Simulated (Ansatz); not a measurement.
Ge₂₀H₂₈, a nanocrystal cut from cubic germanium. The state is a singlet with charge 0. Geometry PBE-D4/def2-SVP.

```xyz
48

Ge    3.961   -2.089    0.731
Ge    0.501    2.990    3.455
Ge   -1.570    3.632   -0.512
Ge    1.993   -1.899   -2.825
Ge   -0.677    1.018   -3.374
Ge    1.162    0.704    0.132
Ge    0.377   -2.241    2.652
Ge   -2.371    0.536    1.975
Ge   -1.536   -2.057   -0.966
Ge   -4.239    0.887   -1.518
Ge    2.143    1.783    2.103
Ge    2.919   -0.635   -0.941
Ge    2.320   -3.503    1.866
Ge    0.235    2.293   -1.486
Ge   -1.469    1.637    3.969
Ge   -3.296    2.136    0.367
Ge    1.075   -0.313   -4.450
Ge    0.178   -3.379   -2.113
Ge   -2.471   -0.447   -2.564
Ge   -0.603   -0.805    0.922
H     5.044   -2.983    0.056
H     4.677   -1.198    1.789
H     1.169    3.457    4.784
H     0.056    4.263    2.682
H    -2.194    4.522   -1.630
H    -1.027    4.575    0.601
H     3.124   -2.744   -3.494
H    -1.290    2.020   -4.404
H     0.824   -1.319    3.826
H    -0.707   -3.211    3.209
H    -3.522   -0.426    2.413
H    -2.678   -2.986   -0.444
H    -4.835    1.875   -2.566
H    -5.388   -0.042   -1.026
H     3.290    2.742    1.664
H     2.783    0.664    2.979
H     4.004    0.339   -1.504
H     2.998   -4.213    3.076
H     1.836   -4.607    0.885
H     1.383    3.222   -1.999
H    -2.565    2.533    4.621
H    -1.074    0.545    5.006
H    -4.417    2.979    1.055
H     2.201    0.621   -4.985
H     0.473   -1.082   -5.664
H    -0.458   -4.041   -3.374
H     0.712   -4.517   -1.195
H    -3.051   -1.232   -3.784
```

The 6-31G sets use Cartesian d functions. Single mean-field runs in 6-31G, def2-SVP, def2-TZVP are fitted with def2-universal-jkfit.

**Question.** Estimate the orbital energies around the gap (eV) in Ansatz with HF/6-31G, PBE-D4/def2-SVP, revPBE-D4/def2-TZVP, r2SCAN-D4/def2-TZVP, PBE0-D4/def2-TZVP.

**Answer.** 
```
orbital  HF/6-31G  PBE-D4/def2-SVP  revPBE-D4/def2-TZVP  r2SCAN-D4/def2-TZVP  PBE0-D4/def2-TZVP
 HOMO−9    -10.02            -6.76                -6.75                -7.07              -7.81
 HOMO−8     -9.89            -6.73                -6.70                -7.03              -7.73
 HOMO−7     -9.78            -6.64                -6.62                -6.94              -7.63
 HOMO−6     -9.71            -6.57                -6.56                -6.87              -7.57
 HOMO−5     -9.45            -6.40                -6.38                -6.68              -7.37
 HOMO−4     -9.40            -6.32                -6.33                -6.61              -7.31
 HOMO−3     -9.20            -6.30                -6.27                -6.57              -7.23
 HOMO−2     -9.18            -6.27                -6.25                -6.55              -7.21
 HOMO−1     -8.86            -6.02                -6.01                -6.29              -6.95
   HOMO     -8.68            -5.92                -5.91                -6.18              -6.83
   LUMO      1.68            -1.92                -1.91                -1.86              -1.31
 LUMO+1      1.82            -1.72                -1.71                -1.66              -1.13
 LUMO+2      1.93            -1.68                -1.71                -1.64              -1.09
 LUMO+3      1.94            -1.66                -1.67                -1.62              -1.05
 LUMO+4      2.02            -1.63                -1.63                -1.58              -1.00
 LUMO+5      2.04            -1.58                -1.58                -1.52              -0.96
```
